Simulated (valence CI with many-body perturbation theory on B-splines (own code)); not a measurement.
Values are calculated unless marked as measured or tabulated.
**Basis-set convergence for Te30+**

Level of theory: relativistic CI+MBPT: four valence electrons over a frozen Dirac-Fock core [Ar], radial functions for each j: 7 s, 7 p, 8 d, 6 f, 4 g, 1 h, with the one-electron correlation potential Σ1 (screened to all orders), the two-electron term Σ2, the three-electron term Σ3, Breit, model QED; selected single and double excitations, second order for the rest, scaled by the run's own slope (own B-spline code, finite nucleus).

No measured spectrum was set against this ion. As an estimate, large intervals hold to a few tenths of a per cent, small ones and those within an open d or f shell to about a per cent. Only levels of the ground parity were solved; by the run's estimate the other parity begins above the list, which can be wrong where configurations are misplaced.

The reference run has the lowest level (3d3/2^4) J=0 and an ionisation energy of 1803.39 eV. Its largest variational space holds 17883 state functions.

Levels are named by their leading jj configuration (3d3/2^4 stands for four electrons in 3d with j = 3/2), which in mixed levels can hold well under half, so a name can repeat and another be missing. Letters in brackets count levels of one name in rising energy.

Changed runs:
A. basis 6 s, 6 p, 5 d, 5 f, 1 g
B. basis 5 s, 5 p, 4 d, 4 f

Excitation energies of the reference run in cm⁻¹, and shifts in cm⁻¹:

| Level | Reference | A | B |
| --- | --- | --- | --- |
| (3d3/2^3 3d5/2) J=1 | 61611 | -201 | -365 |
| (3d3/2^3 3d5/2) J=2 | 100897 | -235 | -376 |
| (3d3/2^3 3d5/2) J=4 | 122881 | +4.2 | +181 |
| (3d3/2^3 3d5/2) J=3 | 123147 | -176 | -216 |
| (3d3/2^2 3d5/2^2) J=0 [a] | 176103 | -40 | -51 |
| (3d3/2^2 3d5/2^2) J=4 [a] | 186361 | -91 | +59 |
| (3d3/2^2 3d5/2^2) J=3 [a] | 207232 | +25 | +417 |
| (3d3/2^2 3d5/2^2) J=2 [a] | 209091 | +148 | +688 |
| (3d3/2^2 3d5/2^2) J=5 | 222832 | +33 | +487 |
| (3d3/2^2 3d5/2^2) J=1 | 229540 | +77 | +458 |
| (3d3/2^2 3d5/2^2) J=6 | 237166 | +92 | +658 |
| (3d3/2^2 3d5/2^2) J=4 [b] | 257042 | +137 | +666 |
| Ionisation energy (eV) | 1803.39 | -0.09 | -0.14 |
